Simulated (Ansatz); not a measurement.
The cluster Si₂Ge₃ (the lowest singlet isomer of a short search), 5 atoms. Hardware: 4 threads of Intel Xeon on a shared host.

Correlated methods freeze 37 core orbitals; core or outer-core shells of Ge are correlated, in sets that lack core-valence functions.

(1) How many basis functions does each of these Ansatz runs have, and roughly what does it cost? PBE with 10 % exact exchange/def2-SVP, charge 0 triplet, energy, from earlier orbitals; LC-ωPBE/def2-TZVP, charge 0 singlet, energy, from earlier orbitals; PBE0-D4/def2-SVP, charge 0 singlet, energy, from earlier orbitals; PBE-D4/def2-TZVP, charge 0 unrestricted singlet, energy, from earlier orbitals; PBE0-D4/def2-TZVP, charge 1 doublet at the geometry of the charge 0 singlet, energy; LC-ωPBE/def2-TZVP, charge 0 quintet, energy, from earlier orbitals; CCSD(T)/def2-SVP, charge 0 singlet, energy, from earlier orbitals; PBE0-D4/def2-TZVP, charge 0 quintet, energy, from earlier orbitals; PBE0-D4/def2-TZVPD, charge 0 singlet, energy, from earlier orbitals; PBE0-D4/def2-TZVP, charge 0 unrestricted singlet, energy, from earlier orbitals; PBE with 10 % exact exchange/def2-SVP, charge 0 quintet, energy, from earlier orbitals; MP2/def2-TZVP, charge 0 triplet, energy, from earlier orbitals.

Answers

(1) Other jobs shared the machine, so times can vary by a factor of up to 3. A dash marks memory too small to be measured apart from the calling script's.

```csv
run,functions,fitting or Cholesky vectors,wall time,peak host memory (GiB)
"PBE0-D4/def2-SVP, charge 0 singlet, energy, from earlier orbitals",132,1280,2.1 s,–
"LC-ωPBE/def2-TZVP, charge 0 singlet, energy, from earlier orbitals",218,1578,3.4 s,0.56
"PBE-D4/def2-TZVP, charge 0 unrestricted singlet, energy, from earlier orbitals",218,1578,3.5 s,–
"PBE with 10 % exact exchange/def2-SVP, charge 0 triplet, energy, from earlier orbitals",132,1280,3.7 s,0.55
"PBE with 10 % exact exchange/def2-SVP, charge 0 quintet, energy, from earlier orbitals",132,1280,3.9 s,0.55
"PBE0-D4/def2-TZVPD, charge 0 singlet, energy, from earlier orbitals",248,1870,5.5 s,1.3
"PBE0-D4/def2-TZVP, charge 0 unrestricted singlet, energy, from earlier orbitals",218,1424,11 s,0.93
"PBE0-D4/def2-TZVP, charge 0 quintet, energy, from earlier orbitals",218,1428,11 s,0.94
"CCSD(T)/def2-SVP, charge 0 singlet, energy, from earlier orbitals",132,1280,11 s,0.67
"PBE0-D4/def2-TZVP, charge 1 doublet at the geometry of the charge 0 singlet, energy",218,1424,12 s,1.1
"LC-ωPBE/def2-TZVP, charge 0 quintet, energy, from earlier orbitals",218,1578,16 s,1.3
"MP2/def2-TZVP, charge 0 triplet, energy, from earlier orbitals",218,1426,18 s,1
```
